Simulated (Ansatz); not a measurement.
CuTe2⁺, relaxed as a singlet with RKS PBE-D4/def2-TZVP in Ansatz, starting from the PBE-D4/def2-TZVP geometry of the neutral doublet. Force threshold 0.02 eV/Å.

In the def2 sets Te takes a core potential; there is no spin–orbit coupling. An occupied level lies above an empty one. The structure comes from a short search, and lower isomers may exist.

Start:

```xyz
3

Cu   -0.9831   -0.4758    0.7877
Te    0.5857   -1.0136   -1.0323
Te    0.3974    1.4894    0.2447
```

| step | energy (eV) | largest force component (eV/Å) | SCF passes |
| --- | --- | --- | --- |
| 1 | -59215.0269 | 0.692 | 56 |
| 2 (rejected) | -59214.6317 | 3.566 | 30 |
| 3 | -59215.0765 | 0.534 | 31 |
| 4 | -59215.0815 | 0.261 | 25 |
| 5 | -59215.0926 | 0.022 | 25 |
| 6 | -59215.0926 | 0.001 | 27 |

Force components are those of the run's own axes.

End:

```tsv
atom	x (Å)	y (Å)	z (Å)
Cu1	-1.026	-0.496	0.822
Te2	0.603	-0.948	-1.021
Te3	0.423	1.444	0.199
```

By distances, no bond broke or formed. The bond that changes most is Te2–Te3, from 2.82 to 2.69 Å (atoms count from 1).

No frequencies were taken in this run, so the end may be a saddle point.

Hardware: 2 threads of Arm Neoverse V2 on a shared host. Wall time 15 s.
